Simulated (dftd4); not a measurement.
C6H14, charge -1, doublet, at the geometry of the source list (a state made from the parent by changing its charge; the spin is typed, not shown lowest); D4 for hf in dftd4 4.2.0.

dftd4 was given this input:
```
$ dftd4 mol.xyz --func hf --charge -1 --json dftd4.json --noedisp --grad

# file mol.xyz
20

C      2.83340000     0.85030000    -0.34240000
C      1.82880000     0.00110000     0.42560000
C      0.44440000     0.03160000    -0.21760000
C     -0.56010000    -0.81700000     0.55810000
C     -1.93330000    -0.90240000    -0.10840000
C     -2.66640000     0.43210000    -0.15860000
H      2.93620000     0.49080000    -1.36410000
H      2.50950000     1.88830000    -0.37790000
H      3.81090000     0.81330000     0.13320000
H      2.18440000    -1.03130000     0.46810000
H      1.75560000     0.36640000     1.45290000
H      0.09860000     1.06580000    -0.26140000
H      0.51550000    -0.34040000    -1.24290000
H     -0.67420000    -0.40920000     1.56570000
H     -0.15880000    -1.82930000     0.65710000
H     -1.81730000    -1.29070000    -1.12340000
H     -2.54310000    -1.61770000     0.44960000
H     -2.74670000     0.86090000     0.83800000
H     -3.67090000     0.29620000    -0.55390000
H     -2.14660000     1.14120000    -0.79750000
```

### Question
Predict the main parts of the log of this dftd4 run.

### Answer

```
                    ____  _____ _____     ____  _  _
      -------------|  _ \|  ___|_   _|---|  _ \| || |------------
     |             | | | | |_    | | ___ | | | | || |_           |
     |             | |_| |  _|   | ||___|| |_| |__   _|          |
     |             |____/|_|     |_|     |____/   |_|            |
     |             ===================================           |
     |            E. Caldeweyher, S. Ehlert & S. Grimme          |
     |          Mulliken Center for Theoretical Chemistry        |
     |                    University of Bonn                     |
      -----------------------------------------------------------

Rational (Becke-Johnson) damping: hf-D4-ATM
---------------------
  s6         1.0000
  s8         1.6168
  s9         1.0000
  a1         0.4496
  a2         3.3574
 alp        16.0000
--------------------

Dispersion energy:      -5.8742127281484E-02 Eh

Gradient norm:           4.8012009519036E-03 Eh/a0
--------------------------------------------------
     #    Z           dE/dx      dE/dy      dE/dz
--------------------------------------------------
     1    6 C     1.743E-03  8.485E-04 -4.550E-04
     2    6 C     1.227E-03 -1.024E-04  6.436E-04
     3    6 C     5.172E-04  1.338E-04 -4.652E-04
     4    6 C    -9.991E-05 -1.309E-03  9.600E-04
     5    6 C    -1.318E-03 -1.225E-03 -1.991E-04
     6    6 C    -2.104E-03  1.173E-03 -3.028E-04
     7    1 H     5.080E-04  1.854E-04 -2.979E-04
     8    1 H     4.412E-04  4.118E-04 -1.361E-04
     9    1 H     4.205E-04  1.789E-04 -6.836E-05
    10    1 H     4.426E-04 -2.717E-04  1.903E-04
    11    1 H     3.452E-04  7.707E-05  4.353E-04
    12    1 H     1.327E-04  3.712E-04 -1.543E-04
    13    1 H     8.810E-05 -4.482E-05 -4.943E-04
    14    1 H    -4.464E-05 -2.244E-04  5.734E-04
    15    1 H    -9.121E-05 -5.412E-04  2.663E-04
    16    1 H    -3.585E-04 -4.263E-04 -3.085E-04
    17    1 H    -3.068E-04 -4.216E-04  2.559E-05
    18    1 H    -5.326E-04  4.347E-04  9.207E-05
    19    1 H    -4.004E-04  2.639E-04 -1.008E-04
    20    1 H    -6.099E-04  4.879E-04 -2.043E-04
--------------------------------------------------

Virial:
--------------------------------------------------
      component           x          y          z
--------------------------------------------------
          x       5.136E-02  5.553E-03  7.392E-04
          y       5.553E-03  1.600E-02 -4.114E-03
          z       7.392E-04 -4.114E-03  8.859E-03
--------------------------------------------------

[Info] Dispersion results written to 'dftd4.txt'
[Info] JSON dump of results written to 'dftd4.json'
```
